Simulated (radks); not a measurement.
The numbers below are computed, except where a source is named.
These are the eigenvalues of the occupied orbitals of an atom or ion with whole-number occupations (hartree). Level of theory: Dirac Kohn-Sham, PBE, spin-unpolarised, spherical densities, finite nucleus; Fermi nuclear charge, rms radius of each element as measured or else 0.836 A^(1/3) + 0.57 fm (a radial shooting solver on a logarithmic mesh with Libxc functionals).

| orbital | eigenvalue |
|---|---|
| 1s1/2 | -2471.822 |
| 2s1/2 | -424.6621 |
| 2p1/2 | -405.9351 |
| 2p3/2 | -359.2589 |
| 3s1/2 | -97.49456 |
| 3p1/2 | -89.15430 |
| 3p3/2 | -79.10552 |
| 3d3/2 | -64.99739 |
| 3d5/2 | -62.80847 |
| 4s1/2 | -20.10084 |
| 4p1/2 | -16.65943 |
| 4p3/2 | -14.34635 |
| 4d3/2 | -8.68609 |
| 4d5/2 | -8.26123 |
| 5s1/2 | -2.95435 |
| 5p1/2 | -1.94867 |
| 5p3/2 | -1.61819 |
| 4f5/2 | -1.22925 |
| 4f7/2 | -1.15629 |
| 5d3/2 | -0.34017 |
| 5d5/2 | -0.31203 |
| 6s1/2 | -0.31145 |
| 6p1/2 | -0.13776 |
| 6p3/2 | -0.11060 |

Which element is it, and in what charge state? The configuration may be excited. Open shells, if any, are shared by 2j + 1.

Answer. Z = 73, tantalum, charge 0: Ta in [Xe] 4f14 5d1 6s2 6p2. The list shows which subshells hold electrons but not how many an open one holds; the 1s level, -2471.8 hartree, gives Z - s = 70.3 by -(Z - s)^2/2, which with screening and relativity narrows Z to a few neighbours, and the depths of the outer levels then fix element, charge and occupations together.
